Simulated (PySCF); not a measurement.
**Zinc: a sound run and one with changed settings**

Sound run: Zn [Ar] 3d10 4s2, Zn⁺ [Ar] 3d10 4s1. Computed with PySCF 2.14 in 6-31G* (5s4p2d1f, 34 functions), with no relativity, point nucleus. In the sound run the correlated levels freeze [Ar]. The sound run starts from symmetry-adapted Hartree-Fock orbitals and uses a fine grid where one is needed.

A second run was set up differently.

| species | method | sound run (hartree) | changed run (hartree) | converged |
| --- | --- | --- | --- | --- |
| Zn | MP2 | -1777.72777 | -1777.76859 | yes |
| Zn⁺ | MP2 | -1777.42528 | -1777.46640 | yes |

Ionisation energy of Zn:

```json
{"method": "UHF", "sound run (eV)": "7.401", "changed run (eV)": "7.401"}
{"method": "MP2", "sound run (eV)": "8.231", "changed run (eV)": "8.223"}
{"method": "SCS-MP2", "sound run (eV)": "8.291", "changed run (eV)": "8.282"}
```

(1) What was changed?
A. minimal basis
B. too few SCF iterations
C. all electrons correlated in a valence basis
D. basis contracted for another Hamiltonian

Answers

(1) C. A valence basis has no tight correlating functions, so it recovers only part of the core correlation, and not evenly between atom and ion.
